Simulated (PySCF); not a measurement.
**Tc²⁺ (technetium, charge +2) across methods**

[Kr] 4d4 5s1, high-spin 6D determinant (an excited configuration). All numbers are calculated (PySCF 2.14, a scalar-relativistic core potential, in def2-TZVPPD with the def2 core potential (28 electrons) (6s4p3d2f1g, 56 functions)). The B2PLYP total includes its PT2 part (frozen core); its orbital energies are those of the SCF part.

```tsv
method	E (hartree)	mean ε 4p β (eV)	mean ε 4d α (eV)	mean ε 5s α (eV)	Σ⟨r²⟩ (bohr²)	⟨S²⟩
LDA	-79.4755	-64.876	-27.029	-21.196	32.26	8.750
B2PLYP	-79.5091	-69.607	-30.538	-22.126	32.12	8.751
TPSSh	-79.6586	-66.051	-27.775	-20.981	32.09	8.751
r2SCAN	-79.7235	-65.698	-27.561	-21.114	32.02	8.751
PBE0	-79.6751	-67.321	-28.884	-21.574	32.06	8.751
PBE	-79.6869	-64.877	-27.016	-20.864	32.11	8.750
UHF	-79.17179	-73.234	-33.733	-23.258	32.24	8.753
M06	-79.6167	-67.292	-28.490	-21.474	32.06	8.750
M06-L	-79.6961	-65.528	-27.143	-20.598	31.95	8.750
```

Energies and moments cover only the electrons outside the core potential.
